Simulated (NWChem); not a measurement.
# C₂H₂F₂OSi; SMILES F[Si]1(F)C=CO1

```xyz
8

F      0.0297    -1.3061    -1.2711
Si     0.0945    -0.3355     0.0000
F      0.0297    -1.3061     1.2711
C      1.0758     1.1898     0.0000
C     -0.1437     1.7728     0.0000
O     -1.1564     0.8372     0.0000
H      2.0630     1.6415     0.0000
H     -0.4538     2.8239     0.0000
```
Atoms are numbered in this order, from 1.

Results from NWChem. Pople sets run with spherical d functions. Structure relaxed at the PBE0/def2-SVP level. Atomic charges in e: unrestrained fits to the electrostatic potential beside Mulliken populations; buried atoms are poorly determined by the fit.

For level B3LYP/def2-SVP:

```yaml
Mulliken F1: -0.30
ESP Si2: 1.27
Mulliken Si2: 0.99
Mulliken F3: -0.30
Mulliken C4: -0.27
```

Task: How do the values read with level Hartree-Fock/6-31G* instead?

Result: 
| Property | Result |
|---|---|
| Mulliken F1 | -0.51 |
| ESP Si2 | 1.45 |
| Mulliken Si2 | 1.62 |
| Mulliken F3 | -0.51 |
| Mulliken C4 | -0.56 |
